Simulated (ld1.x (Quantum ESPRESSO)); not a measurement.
**Before and after: RRKJ potential for gallium**

gallium, norm-conserving RRKJ (Kleinman–Bylander form), made with ld1.x (Quantum ESPRESSO) 7.5 (PBE, fully relativistic). Core [Ar] 3d10, reference 4s2 4p0.75 (charge +0.25). Waves: 4s (bound): rc 1.85 bohr; 4p (bound): rc 2.45 bohr. Local part: the p channel. Core correction: none. rho0 = 0.01.

Open shells are filled in proportion to 2j + 1 (rel_dist='average').

Change: core correction a·sin(br)/r model core inside 1.54 bohr.

Cutoffs: the cutoffs (Ry, on a coarse ladder) from which the occupation-weighted sum of valence levels, in a spherical-Bessel basis at the reference potential, stays within 10 and 1 mRy of its value at 400 Ry; they do not see the model core or the augmentation charge, which bear on the density cutoff. Errors are all-electron minus pseudo energies relative to the spin-unpolarised reference configuration.

Predict the effect on cutoff, ghosts and configuration errors.

The potential gets neither clearly harder nor softer (35 Ry and 45 Ry → 35 Ry and 45 Ry); both files keep a bound ghost (s); of the 7 tests that both files solve, the error grows in 2 and shrinks in 2 by more than 15 % and 0.3 meV (median size 7.7 → 8.2 meV). A model core, the more so a compact one, raises the density cutoff, which this test does not measure.

| quantity | base | changed |
| --- | --- | --- |
| cutoff, loose | 35 Ry | 35 Ry |
| cutoff, tight | 45 Ry | 45 Ry |
| bound ghosts | s | s |
| largest miss of a reference level, eV | 0.09 | 0.09 |
| error for 4s2 4p1, meV [ΔE -0.83 eV] | +0.2 | -0.5 |
| error for 4s2 4p0, meV [ΔE 4.86 eV] | +7.7 | -8.2 |
| error for 4s1 4p0, meV [ΔE 25.99 eV] | +57 | -173 |
| error for 4s0 4p3, meV [ΔE 12.54 eV] | +105 | -53 |
| error for 4s2 4p0.5, meV [ΔE 1.21 eV] | +0.8 | -0.3 |
| error for 4s1 4p1, meV [ΔE 12.23 eV] | +10 | -43 |
| error for 4s2 4p1.3, meV [ΔE -1.36 eV] | +1.4 | -1.4 |
| s: phases at 2.64 bohr within 0.05 rad from the reference energy up to (Ry; the scan ends near 5) | 2.2 | 2.2 |
| p1/2: phases at 2.64 bohr within 0.05 rad from the reference energy up to (Ry; the scan ends near 5) | 3.0 | 3.0 |
| p3/2: phases at 2.64 bohr within 0.05 rad from the reference energy up to (Ry; the scan ends near 5) | 2.8 | 2.8 |

 A true bound ghost makes a file unfit for plane-wave use even where its test errors are small: the radial tests pick states by their node count and pass the ghost by.
